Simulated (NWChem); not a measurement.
System: CF3, doublet; SMILES F[C](F)F

Parts of the log:

```
             Northwest Computational Chemistry Package (NWChem) 7.3.0
             --------------------------------------------------------

                             Geometry "geometry" -> ""
                             -------------------------

 Output coordinates in angstroms (scale by  1.889725989 to convert to a.u.)

  No.       Tag          Charge          X              Y              Z
 ---- ---------------- ---------- -------------- -------------- --------------
    1 F                    9.0000    -0.32435200     1.20769700    -0.07223800
    2 C                    6.0000     0.00000000     0.00000000     0.31976700
    3 F                    9.0000    -0.88372100    -0.88474500    -0.07223800
    4 F                    9.0000     1.20807200    -0.32295200    -0.07223800

 Effective nuclear repulsion energy (a.u.)     124.7851161591

                                 NWChem DFT Module
                                 -----------------

 Summary of "ao basis" -> "ao basis" (spherical)
 ------------------------------------------------------------------------------
       Tag                 Description            Shells   Functions and Types
 ---------------- ------------------------------  ------  ---------------------
 F                           3-21g                   5        9   3s2p
 C                           3-21g                   5        9   3s2p

 in cosmo_initialize ...
 calling solv_data for solv:h2o

 solvent parameters
 solvname_short: h2o
 solvname_long:  water
 dielec:       78.4000
 dielecinf:     1.7769
 aqueous SMD model solvent descriptors
 dielec:       78.4000
 sola:          0.8200

          ---------------
          -cosmo- solvent
          ---------------
 Cosmo: York-Karplus, doi: 10.1021/jp992097l
 dielectric constant -eps-     =  78.40
 screen = (eps-1)/(eps    )    =   0.98724
 surface charge correction     = lagrangian

   van der Waals surface
 --------------------------

 ---------- ATOMIC COORDINATES (A.U.) ------------ VDWR(ANG.) --
     1   -0.61293640    2.28221641   -0.13651003     1.730
     2    0.00000000    0.00000000    0.60427201     1.850
     3   -1.66999054   -1.67192562   -0.13651003     1.730
     4    2.28292505   -0.61029079   -0.13651003     1.730
 number of segments per atom =        128
 number of   points per atom =        128
 atom (   nspa,  nppa )
 ----------------------
    1 (     81,     0 )       0
    2 (     39,     0 )       0
    3 (     80,     0 )       0
    4 (     81,     0 )       0
 number of -cosmo- surface points =      281
 molecular surface =     79.259 angstrom**2
 molecular volume  =     56.848 angstrom**3
 -lineq- algorithm             =   0
 -bem- low  level              =   3
 -bem- from -octahedral-
 gaussian surface charge width =   4.50000
 degree of switching           =   1.00000
 switching function tolerance  =   0.00010
 atomic radii =
 --------------
    1  9.000  1.730
    2  6.000  1.850
    3  9.000  1.730
    4  9.000  1.730
 ...... end of -cosmo- initialization ......

 nat:                     4
 ixmem:                  1008
 calling mnsol_interface()
 G(SMD-CDS) energy (kcal/mol)  =     4.644
 SMD-CDS SASA (angstrom**2)    =    88.101

            General Information
            -------------------
          SCF calculation type: DFT
          Wavefunction type:  spin polarized.
          No. of atoms     :     4
          No. of electrons :    33
           Alpha electrons :    17
            Beta electrons :    16
          Charge           :     0
          Spin multiplicity:     2
          Use of symmetry is: off; symmetry adaption is: off
          Maximum number of iterations: 150
          AO basis - number of functions:    36
                     number of shells:    20
          Convergence on energy requested:  1.00D-06
          Convergence on density requested:  1.00D-05
          Convergence on gradient requested:  5.00D-04

              XC Information
              --------------
                         PBE0 Method XC Functional
                     Hartree-Fock (Exact) Exchange  0.250
          PerdewBurkeErnzerhof Exchange Functional  0.750
            Perdew 1991 LDA Correlation Functional  1.000 local
           PerdewBurkeErnz. Correlation Functional  1.000 non-local

             Grid Information
             ----------------
          Grid used for XC integration:  medium
          Radial quadrature: Mura-Knowles
          Angular quadrature: Lebedev.
          Tag              B.-S. Rad. Rad. Pts. Rad. Cut. Ang. Pts.
          ---              ---------- --------- --------- ---------
          F                   0.50       49           6.0       434
          C                   0.70       49           5.0       434
          Grid pruning is: on
          Number of quadrature shells:   196
          Spatial weights used:  Erf1

      Superposition of Atomic Density Guess
      -------------------------------------

 Sum of atomic energies:        -334.03583417

      Non-variational initial energy
      ------------------------------

 Total energy =    -334.924642
 1-e energy   =    -715.008544
 2-e energy   =     255.298786
 HOMO         =      -0.075196
 LUMO         =       0.396123

   convergence    iter        energy       DeltaE   RMS-Dens  Diis-err
 ---------------- ----- ----------------- --------- --------- ---------
     COSMO gas phase
 d= 0,ls=0.0,diis     1   -335.2478223429 -4.60D+02  1.98D-02  3.27D-01
                                                     1.59D-02  2.88D-01
 d= 0,ls=0.0,diis     2   -335.2216159744  2.62D-02  8.27D-03  4.70D-01
                                                     8.16D-03  4.91D-01
 d= 0,ls=0.0,diis     3   -335.3940647176 -1.72D-01  9.77D-04  6.65D-03
                                                     8.35D-04  6.66D-03
 d= 0,ls=0.0,diis     4   -335.3956539991 -1.59D-03  4.57D-04  3.15D-04
                                                     1.44D-04  1.84D-04
 d= 0,ls=0.0,diis     5   -335.3957592820 -1.05D-04  1.38D-04  2.47D-06
                                                     5.80D-05  3.41D-06
  Resetting Diis
 d= 0,ls=0.0,diis     6   -335.3957638856 -4.60D-06  2.05D-05  2.01D-07
                                                     1.22D-05  8.08D-08
 d= 0,ls=0.0,diis     7   -335.3957640752 -1.90D-07  1.51D-06  1.87D-09
                                                     1.02D-06  2.39D-09

[...]

                                COSMO-SMD solvation results
                                ---------------------------

             internal energy in gas <Psi(g)|H|Psi(g)> =      -335.395764075157
         internal energy in solvent <Psi(s)|H|Psi(s)> =      -335.395700691151
                               delta internal energy  =         0.000063384006 (    0.04 kcal/mol)
   total free energy in solvent <Psi(s)|H+V/2|Psi(s)> =      -335.397609544916
 polarization energy contribution <Psi(s)|V/2|Psi(s)> =        -0.001908853765 (   -1.20 kcal/mol)
    total free energy in solvent including G(SMD-CDS) =      -335.390208869053
                       G(SMD-CDS) energy contribution =         0.007400675863 (    4.64 kcal/mol)
     1 M fixed-concentration free energy of solvation =         0.005555206104 (    3.49 kcal/mol)

                    DFT Final Alpha Molecular Orbital Analysis
                    ------------------------------------------

 Vector   15  Occ=1.000000D+00  E=-4.518439D-01
              MO Center=  2.3D-01,  2.4D-01, -3.3D-02, r^2= 1.9D+00
   Bfn.  Coefficient  Atom+Function         Bfn.  Coefficient  Atom+Function
  ----- ------------  ---------------      ----- ------------  ---------------
     9      0.265389  1 F  pz                36     -0.262563  4 F  pz
     5      0.260392  1 F  pz                32     -0.257619  4 F  pz
     8      0.234191  1 F  py                34     -0.230721  4 F  px
     4      0.200178  1 F  py                30     -0.197028  4 F  px
    35      0.172934  4 F  py                 7     -0.170652  1 F  px

 Vector   16  Occ=1.000000D+00  E=-4.264106D-01
              MO Center=  8.8D-04,  8.8D-04, -7.2D-02, r^2= 2.0D+00
   Bfn.  Coefficient  Atom+Function         Bfn.  Coefficient  Atom+Function
  ----- ------------  ---------------      ----- ------------  ---------------
     7      0.336379  1 F  px                35     -0.336484  4 F  py
     3      0.321751  1 F  px                31     -0.321852  4 F  py
    25     -0.246056  3 F  px                26      0.245771  3 F  py
    21     -0.235346  3 F  px                22      0.235074  3 F  py
     8      0.090181  1 F  py                34     -0.089792  4 F  px

 Vector   17  Occ=1.000000D+00  E=-2.556388D-01
              MO Center= -1.5D-05, -1.5D-05,  4.4D-01, r^2= 1.4D+00
   Bfn.  Coefficient  Atom+Function         Bfn.  Coefficient  Atom+Function
  ----- ------------  ---------------      ----- ------------  ---------------
    15      0.607276  2 C  s                 14      0.454763  2 C  pz
    18      0.292601  2 C  pz                 9     -0.272801  1 F  pz
    27     -0.272795  3 F  pz                36     -0.272801  4 F  pz
     5     -0.230875  1 F  pz                23     -0.230865  3 F  pz
    32     -0.230875  4 F  pz                 6     -0.118353  1 F  s

 Vector   18  Occ=0.000000D+00  E= 2.166491D-01
              MO Center= -1.6D-03, -1.6D-03, -1.7D-01, r^2= 1.2D+00
   Bfn.  Coefficient  Atom+Function         Bfn.  Coefficient  Atom+Function
  ----- ------------  ---------------      ----- ------------  ---------------
    15      1.228886  2 C  s                 18     -0.532730  2 C  pz
    24     -0.489165  3 F  s                  6     -0.486335  1 F  s
    33     -0.486329  4 F  s                 14     -0.413358  2 C  pz
     8      0.388472  1 F  py                34      0.388589  4 F  px
    25     -0.285274  3 F  px                26     -0.285607  3 F  py

 Vector   19  Occ=0.000000D+00  E= 2.267189D-01
              MO Center= -1.6D-02, -1.6D-02,  3.4D-01, r^2= 1.5D+00
   Bfn.  Coefficient  Atom+Function         Bfn.  Coefficient  Atom+Function
  ----- ------------  ---------------      ----- ------------  ---------------
    16      0.727513  2 C  px                17     -0.724907  2 C  py
     6      0.570241  1 F  s                 33     -0.571049  4 F  s
    12      0.412119  2 C  px                13     -0.410644  2 C  py
     8     -0.352640  1 F  py                34      0.352902  4 F  px
     4     -0.195547  1 F  py                30      0.195640  4 F  px

 Vector   20  Occ=0.000000D+00  E= 2.267765D-01
              MO Center=  1.8D-02,  1.8D-02,  3.4D-01, r^2= 1.5D+00
   Bfn.  Coefficient  Atom+Function         Bfn.  Coefficient  Atom+Function
  ----- ------------  ---------------      ----- ------------  ---------------
    16      0.724757  2 C  px                17      0.727360  2 C  py
    24      0.657445  3 F  s                 12      0.410751  2 C  px
    13      0.412227  2 C  py                 6     -0.331498  1 F  s
    33     -0.330114  4 F  s                  7     -0.269154  1 F  px
    25      0.268736  3 F  px                26      0.268596  3 F  py

                     DFT Final Beta Molecular Orbital Analysis
                     -----------------------------------------

 Vector   14  Occ=1.000000D+00  E=-4.403138D-01
              MO Center= -3.9D-01, -3.9D-01, -4.0D-02, r^2= 1.7D+00
   Bfn.  Coefficient  Atom+Function         Bfn.  Coefficient  Atom+Function
  ----- ------------  ---------------      ----- ------------  ---------------
    27      0.401196  3 F  pz                23      0.377218  3 F  pz
     9     -0.200230  1 F  pz                36     -0.201140  4 F  pz
     5     -0.188266  1 F  pz                32     -0.189121  4 F  pz
    25     -0.186529  3 F  px                26     -0.186567  3 F  py
    21     -0.161844  3 F  px                22     -0.161826  3 F  py

 Vector   15  Occ=1.000000D+00  E=-4.402868D-01
              MO Center=  3.9D-01,  3.9D-01, -4.0D-02, r^2= 1.7D+00
   Bfn.  Coefficient  Atom+Function         Bfn.  Coefficient  Atom+Function
  ----- ------------  ---------------      ----- ------------  ---------------
     9      0.347911  1 F  pz                36     -0.347387  4 F  pz
     5      0.327104  1 F  pz                32     -0.326610  4 F  pz
     8      0.208240  1 F  py                34     -0.207973  4 F  px
     4      0.177039  1 F  py                30     -0.176806  4 F  px
     7     -0.105836  1 F  px                 3     -0.105301  1 F  px

 Vector   16  Occ=1.000000D+00  E=-4.232900D-01
              MO Center=  8.7D-04,  8.7D-04, -7.2D-02, r^2= 2.0D+00
   Bfn.  Coefficient  Atom+Function         Bfn.  Coefficient  Atom+Function
  ----- ------------  ---------------      ----- ------------  ---------------
     7      0.336985  1 F  px                35     -0.337090  4 F  py
     3      0.321168  1 F  px                31     -0.321268  4 F  py
    25     -0.246503  3 F  px                26      0.246218  3 F  py
    21     -0.234923  3 F  px                22      0.234651  3 F  py
     8      0.090350  1 F  py                34     -0.089960  4 F  px

 Vector   17  Occ=0.000000D+00  E=-5.559076D-02
              MO Center= -4.9D-05, -4.8D-05,  6.0D-01, r^2= 1.2D+00
   Bfn.  Coefficient  Atom+Function         Bfn.  Coefficient  Atom+Function
  ----- ------------  ---------------      ----- ------------  ---------------
    15      0.676236  2 C  s                 14      0.430575  2 C  pz
    18      0.380695  2 C  pz                 9     -0.241831  1 F  pz
    27     -0.241850  3 F  pz                36     -0.241831  4 F  pz
     5     -0.197763  1 F  pz                23     -0.197773  3 F  pz
    32     -0.197763  4 F  pz                 6     -0.128508  1 F  s

 Vector   18  Occ=0.000000D+00  E= 2.296608D-01
              MO Center= -4.7D-04, -4.7D-04, -1.8D-01, r^2= 1.2D+00
   Bfn.  Coefficient  Atom+Function         Bfn.  Coefficient  Atom+Function
  ----- ------------  ---------------      ----- ------------  ---------------
    15      1.230371  2 C  s                 18     -0.568200  2 C  pz
     6     -0.492335  1 F  s                 24     -0.493214  3 F  s
    33     -0.492334  4 F  s                 14     -0.399477  2 C  pz
     8      0.387425  1 F  py                34      0.387544  4 F  px
    25     -0.283791  3 F  px                26     -0.284120  3 F  py

 Vector   19  Occ=0.000000D+00  E= 2.602781D-01
              MO Center= -2.0D-02, -2.0D-02,  3.4D-01, r^2= 1.5D+00
   Bfn.  Coefficient  Atom+Function         Bfn.  Coefficient  Atom+Function
  ----- ------------  ---------------      ----- ------------  ---------------
    16      0.737079  2 C  px                17     -0.734344  2 C  py
     6      0.574129  1 F  s                 33     -0.574980  4 F  s
    12      0.405943  2 C  px                13     -0.404437  2 C  py
     8     -0.346551  1 F  py                34      0.346821  4 F  px
     4     -0.191407  1 F  py                30      0.191496  4 F  px

   alpha - beta orbital overlaps
   -----------------------------

   alpha      1      2      3      4      5      6      7      8      9     10
    beta      1      2      3      4      5      6      7      8      9     10
 overlap   1.000  1.000  1.000  1.000  1.000  1.000  1.000  0.988  0.998  0.998

   alpha     11     12     13     14     15     16     17     18     19     20
    beta     11     12     13     14     15     16     17     18     19     20
 overlap   0.980  0.949  0.949  0.949  0.949  1.000  0.987  1.000  1.000  1.000

   alpha     21     22     23     24     25     26     27     28     29     30
    beta     23     21     22     24     25     26     28     29     27     30
 overlap   0.992  1.000  1.000  0.994  1.000  1.000  0.999  0.999  1.000  0.991

   alpha     31     32     33     34     35     36
    beta     31     32     33     34     35     36
 overlap   0.991  1.000  1.000  1.000  1.000  1.000

[...]
```

Level: PBE0/3-21G, spin-unrestricted, SMD on the gas-phase geometry. In the optimisation the excess spin sits in a (C3, its own frame). Structure relaxed at the PBE0/def2-SVP, spin-unrestricted level. No stability test was run on the SCF state. Solvent: water.

### Question
Write an input that gives this output.

### Answer
One answer among several that fit: the input that was run:
```
start job
memory heap 200 mb stack 900 mb global 1100 mb
geometry units angstroms noautosym nocenter noautoz
  F     -0.324352     1.207697    -0.072238
  C      0.000000     0.000000     0.319767
  F     -0.883721    -0.884745    -0.072238
  F      1.208072    -0.322952    -0.072238
end
basis spherical
  * library 3-21g
end
dft
  odft
  mult 2
  xc pbe0
  iterations 150
end
cosmo
  do_cosmo_smd true
  solvent water
end
task dft energy
```
